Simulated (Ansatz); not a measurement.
All numbers were calculated with Ansatz.

Basis-set series for H$_{2}$O$_{3}$SW, SMILES `[O]=[W]([OH])([OH])=[S]`. The species carries charge 0 and has multiplicity 1. W: def2 effective core potential. The geometry is a stationary point of PBE0-D4/def2-TZVP. It is one conformer, not always the lowest.

```json
{"functional": "PBE0-D4", "basis": "def2-SVP", "functions": "102", "energy (Eh)": "-691.65937", "HOMO (eV)": "-7.61", "LUMO (eV)": "-2.17"}
{"functional": "PBE0-D4", "basis": "def2-TZVPP", "functions": "219", "energy (Eh)": "-692.10530", "HOMO (eV)": "-7.62", "LUMO (eV)": "-2.21"}
{"functional": "ωB97M-V", "basis": "def2-SVP", "functions": "102", "energy (Eh)": "-691.85357", "HOMO (eV)": "-9.68", "LUMO (eV)": "-0.06"}
{"functional": "ωB97M-V", "basis": "def2-TZVPP", "functions": "219", "energy (Eh)": "-692.30589", "HOMO (eV)": "-9.73", "LUMO (eV)": "-0.15"}
```

(1) Give the rows for def2-QZVPP. (Estimate.)

## Answers

(1) The calculation gave: 
```json
{"functional": "PBE0-D4", "basis": "def2-QZVPP", "functions": "382", "energy (Eh)": "-692.13070", "HOMO (eV)": "-7.65", "LUMO (eV)": "-2.25"}
{"functional": "ωB97M-V", "basis": "def2-QZVPP", "functions": "382", "energy (Eh)": "-692.32996", "HOMO (eV)": "-9.76", "LUMO (eV)": "-0.23"}
```
